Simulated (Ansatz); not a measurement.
Frontier orbitals of `C[NH][Ga]([NH2])[Cl]`.

Cartesian coordinates in Å:
```
C 1.675 0.485 0.144
N 0.540 0.616 -0.737
Ga -1.100 -0.099 -0.519
N -1.592 -1.184 0.843
Cl -2.539 0.277 -2.065
H 1.995 1.447 0.563
H 1.427 -0.164 0.987
H 2.539 0.034 -0.358
H 0.710 1.180 -1.552
H -2.567 -1.394 0.979
H -1.088 -1.199 1.714
```

The species carries charge 0 and has multiplicity 1. Correlated methods include outer-core shells of Ga, which these sets cover unevenly. Scalar relativity is left out up to krypton. The structure was optimised at the PBE0-D4/def2-TZVP level. It is one conformer, not always the lowest. Basis def2-TZVPP, Ansatz.

```tsv
functional	HOMO (eV)	LUMO (eV)	gap (eV)
LDA (SPW92)	-5.57	-1.37	4.20
PBE	-5.40	-1.13	4.27
r2SCAN	-5.68	-0.76	4.92
PBE0	-6.76	-0.21	6.55
B3LYP	-6.53	-0.55	5.98
r2SCANh	-6.19	-0.44	5.75
ωB97M-V	-9.10	1.48	10.58
```

From PBE to PBE0 the HOMO moves by −1.36 eV and the LUMO by +0.91 eV, and with ωB97M-V by −3.69 and +2.61 eV, so the gap grows from 4.28 to 10.58 eV with exact exchange. A positive LUMO is unbound and depends on the basis.

B3LYP here is the variant with VWN-RPA as its local correlation; programs differ in this.
